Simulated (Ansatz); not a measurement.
Geometry optimisation, Ansatz, RKS PBE/cc-pVDZ.

Input:

```yaml
crystal:
  periodic: [false, false, false]
  atoms:
    - { symbol: C, position_ang: [-1.4054, 0.6625, -0.5864] }
    - { symbol: O, position_ang: [-0.7115, -0.4127, -1.0196] }
    - { symbol: B, position_ang: [0.6432, -0.2543, -0.5526] }
    - { symbol: C, position_ang: [1.1884, -0.861, 0.8543] }
    - { symbol: Cl, position_ang: [1.6903, 0.4226, 1.9071] }
    - { symbol: H, position_ang: [-1.0568, 1.6703, -1.0333] }
    - { symbol: H, position_ang: [-1.4775, 0.7756, 0.5175] }
    - { symbol: H, position_ang: [-1.43642, -0.87951, -1.5061] }
    - { symbol: H, position_ang: [1.4771, 0.3167, -1.1697] }
    - { symbol: H, position_ang: [1.9328, -1.6044, 0.7214] }
    - { symbol: H, position_ang: [0.2403, -1.3807, 1.3541] }
basis:
  gaussian: { orbitals: cc-pVDZ }
hamiltonian:
  xc: pbe
relax:
  f_tol: 0.02
  max_steps: 50
```

Launched with:

```bash
$ ansatz run input.yaml --threads 2 --pin off --max-ram 3072MiB --backend cpu --events-out ev --progress --plain --runs-dir out
```

Problem. Where does it end, and by what steps?

Solution. The run converged. After 13 steps the energy has fallen by 3.683 eV; H8 moved furthest, 0.72 Å. Joined: C1–B3 (2.24 → 1.56 Å).

```tsv
step	energy less start (eV)	largest force component (eV/Å)	accepted
0	0.0000	6.312	yes
1	-1.0578	2.460	yes
2	-1.6185	1.770	yes
3	-2.2896	2.672	yes
4	-2.6196	3.203	yes
5	-3.1471	0.879	yes
6	-3.3752	0.960	yes
7	-3.5203	1.756	yes
8	-3.5821	0.856	yes
9	-3.6527	0.676	yes
10	-3.6764	0.179	yes
11	-3.6827	0.063	yes
12	-3.6834	0.051	yes
13	-3.6834	0.009	yes
```

```xyz
11
Properties=species:S:1:pos:R:3
C -0.909 0.662 -0.354
O -1.011 -0.722 -0.982
B 0.499 -0.010 -0.380
C 1.029 -0.803 0.891
Cl 1.965 0.440 1.860
H -1.222 1.445 -1.066
H -1.535 0.643 0.554
H -0.944 -0.594 -1.951
H 1.231 0.201 -1.329
H 1.745 -1.621 0.679
H 0.236 -1.188 1.563
```

Whether the end is a true minimum wasn't checked by a vibrational analysis.

Time of the run: 19 s on 2 threads of AMD EPYC 9R14 (Zen 4) (shared host), peak memory 0.18 GiB.
